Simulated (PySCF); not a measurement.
PbH2 at several levels of theory

Computed with PySCF 2.14.0 (density fitting, no spin-orbit coupling) at the geometry relaxed with PBE:

```xyz
3
PbH2 (singlet)
Pb    0.0000    0.0000   -0.3056
H     1.3229    0.0000    1.0264
H    -1.3229    0.0000    1.0264
```

| level | basis | state | HOMO (eV) | gap (eV) | charge on Pb1 (e) | dipole about the centre of mass (D) | largest force component (eV/Å) |
| --- | --- | --- | --- | --- | --- | --- | --- |
| PBE | Pb def2-SVP with ECP60, H def2-SVP | singlet | -5.71 | 2.11 | 0.26 | 1.42 | 0.00 |
| r2SCAN | the same | singlet | -5.96 | 2.58 | 0.31 | 1.48 | 0.25 |
| B3LYP | the same | singlet | -6.54 | 3.42 | 0.30 | 1.51 | 0.15 |
| TPSS | the same | singlet | -5.84 | 2.37 | 0.32 | 1.61 | 0.12 |
| PBE | Pb def2-TZVP with ECP60, H def2-TZVP | singlet | -5.79 | 2.15 | 0.25 | 1.62 | 0.16 |
| PBE | Pb x2c-SVPall, H x2c-SVPall | singlet | -5.75 | 2.12 | 0.27 | 1.44 | 0.43 |

Charges are Mulliken's, which hang on the basis. The relaxation used the grid (50, 194), these runs (75, 302) or, all-electron (x2c bases, spin-free X2C Hamiltonian), (99, 590).

Task: What does TPSSh with Pb def2-SVP with ECP60, H def2-SVP give here?

Result: state singlet, HOMO (eV) -6.22, gap (eV) 3.05, charge on Pb1 (e) 0.33, dipole about the centre of mass (D) 1.62, largest force component (eV/Å) 0.23. Time: 0.7 s on 2 threads of Arm Neoverse V1 (shared host), from an already converged density.

In the first row's basis the gap widens with exact exchange: 2.1 to 2.6 eV for PBE, TPSS, r2SCAN (none); 3.0 to 3.4 eV for TPSSh, B3LYP (a fixed share).
